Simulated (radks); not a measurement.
Ionisation ladder of tantalum, from Ta LXVII to Ta LXXIII. Each ion is in the ground configuration listed by NIST, and IE = E(next ion) - E(this ion), with E = 0 for the bare nucleus. All-electron calculation, scalar-relativistic Kohn-Sham, BLYP, spin-polarised, spherical densities, finite nucleus; open shells are filled with parallel spins first (spin-orbit coupling, left out, can overturn this in heavy ions); Fermi nuclear charge, rms radius 5.3507 fm. Program: a radial shooting solver on a logarithmic mesh with Libxc functionals.

| species | configuration | E (hartree) | IE, Delta-SCF (eV) | -e(HOMO) (eV) | HOMO | <r> HOMO (bohr) | IE, NIST (eV) | kind | error (eV) |
|---|---|---|---|---|---|---|---|---|---|
| Ta LXVII | [He] 2s2 2p3 | -8981.3643 | 16608.7 | 16446.4 | 2p up | 0.0678 | 16150 | theory | +458.7 |
| Ta LXVIII | [He] 2s2 2p2 | -8371.0069 | 16942.8 | 16781.5 | 2p up | 0.0674 | 17840 | theory | -897.2 |
| Ta LXIX | [He] 2s2 2p1 | -7748.3721 | 17270.5 | 17113.1 | 2p up | 0.0671 | 18250 | theory | -979.5 |
| Ta LXX | [He] 2s2 | -7113.6923 | 18802.6 | 18680.2 | 2s | 0.0756 | 18760 | theory | +42.6 |
| Ta LXXI | [He] 2s1 | -6422.7095 | 19131.9 | 19006.2 | 2s up | 0.0753 | 19088.5 | theory | +43.4 |
| Ta LXXII | [He] | -5719.6235 | 77122 | 76613 | 1s | 0.0186 | 76852.0 | theory | +270.1 |
| Ta LXXIII | 1s1 | -2885.4375 | 78517 | 78003 | 1s up | 0.0185 | 78394.6 | theory | +122.1 |

Reference values: NIST Atomic Spectra Database (exp. = measured, semi-emp. = semi-empirical, theory = theoretical value adopted there). The ionisation energy per charge of the ion left behind rises most, in proportion, at Ta LXXII ([He]), from 269.46 to 1071.1 eV. Open shells are spherical and high-spin; term and fine-structure splittings are not resolved. Spin-orbit splitting is averaged out at the scalar-relativistic level.
